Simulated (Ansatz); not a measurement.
One change: `C=C(C)C` becomes `BNC(=C)C`.

Ansatz, PBE0-D4/def2-TZVP geometries, multiplicity 1. Each molecule was computed in one conformer, which needn't be the lowest.

```csv
property,`C=C(C)C`
LUMO energy (PBE0/def2-TZVPP) / eV,0.56
size of the dipole moment (B3LYP/def2-TZVPP) / D,0.57
HOMO energy (PBE/def2-TZVPP) / eV,-5.93
LUMO energy (PBE/def2-TZVPP) / eV,-0.47
HOMO–LUMO gap (ωB97M-V/def2-TZVPP) / eV,11.90
HOMO–LUMO gap (B3LYP/def2-TZVPP) / eV,7.14
```

(1) Give the same properties after the change, and the shifts. (An estimate is asked.)

## Answers

(1) Ansatz gave: 
```csv
property,`BNC(=C)C`,shift
LUMO energy (PBE0/def2-TZVPP) / eV,-0.59,-1.15
size of the dipole moment (B3LYP/def2-TZVPP) / D,1.03,0.46
HOMO energy (PBE/def2-TZVPP) / eV,-5.71,0.22
LUMO energy (PBE/def2-TZVPP) / eV,-1.52,-1.05
HOMO–LUMO gap (ωB97M-V/def2-TZVPP) / eV,10.15,-1.75
HOMO–LUMO gap (B3LYP/def2-TZVPP) / eV,5.71,-1.43
```

With PBE0 the HOMO rises by 0.32 eV and the LUMO falls by 1.15 eV, so the gap narrows by about 1.47 eV. PBE moves the HOMO by 0.22 eV and ωB97M-V by 0.40 eV. Dipoles are sizes alone; their direction can turn.

B3LYP here is the variant with VWN-RPA as its local correlation; programs differ in this.
